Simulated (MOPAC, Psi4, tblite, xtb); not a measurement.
Two rigid molecules brought together: O2S ··· H6Si2 (SMILES O=S=O and [SiH3][SiH3]). Monomers: optimised at B3LYP-D3(BJ) (def2-TZVP), held rigid. Orientation: lowest of the rigid-body minima from ten starts at GFN2-xTB. R is the distance of the centres of mass, along which the second monomer moves.

Levels of theory: GFN1-xTB (xtb); GFN2-xTB (tblite); AM1, restricted, heats of formation (MOPAC); SAPT0/jun-cc-pVDZ, frozen core (Psi4).

Interaction energies in kJ/mol; the last columns give the difference from SAPT0:

| R / Å | GFN1-xTB | GFN2-xTB | AM1 | SAPT0/jun-cc-pVDZ | GFN1-xTB − SAPT0/jun-cc-pVDZ | GFN2-xTB − SAPT0/jun-cc-pVDZ | AM1 − SAPT0/jun-cc-pVDZ |
|---|---|---|---|---|---|---|---|
| 2.57 | -84.52 | 8.80 | 106.15 | 84.42 | -168.94 | -75.62 | 21.72 |
| 2.81 | -70.88 | -15.10 | 74.19 | 41.96 | -112.84 | -57.06 | 32.23 |
| 3.02 | -55.37 | -23.08 | 46.36 | 20.13 | -75.49 | -43.21 | 26.24 |
| 3.19 | -43.60 | -24.43 | 25.35 | 9.21 | -52.81 | -33.65 | 16.14 |
| 3.41 | -30.93 | -22.65 | 7.58 | 1.02 | -31.96 | -23.68 | 6.56 |
| 3.56 | -24.20 | -20.42 | 2.01 | -1.99 | -22.21 | -18.43 | 4.00 |
| 3.92 | -13.52 | -14.76 | -0.62 | -4.54 | -8.98 | -10.22 | 3.93 |
| 4.17 | -9.43 | -11.58 | -0.38 | -4.44 | -4.99 | -7.14 | 4.06 |
| 4.72 | -5.21 | -6.89 | -0.28 | -2.99 | -2.23 | -3.90 | 2.71 |
| 5.36 | -3.26 | -3.86 | -0.28 | -1.59 | -1.67 | -2.27 | 1.31 |
| 6.39 | -1.88 | -1.65 | -0.15 | -0.58 | -1.29 | -1.06 | 0.44 |
| 7.69 | -1.24 | -0.69 | -0.06 | -0.20 | -1.04 | -0.48 | 0.14 |

GFN1-xTB is furthest from SAPT0/jun-cc-pVDZ at 2.57 (-168.94 kJ/mol, below); its mean absolute difference over the points is 40.37 kJ/mol.

GFN2-xTB is furthest from SAPT0/jun-cc-pVDZ at 2.57 (-75.62 kJ/mol, below); its mean absolute difference over the points is 23.06 kJ/mol.

AM1 is furthest from SAPT0/jun-cc-pVDZ at 2.81 (32.23 kJ/mol, above); its mean absolute difference over the points is 9.96 kJ/mol.
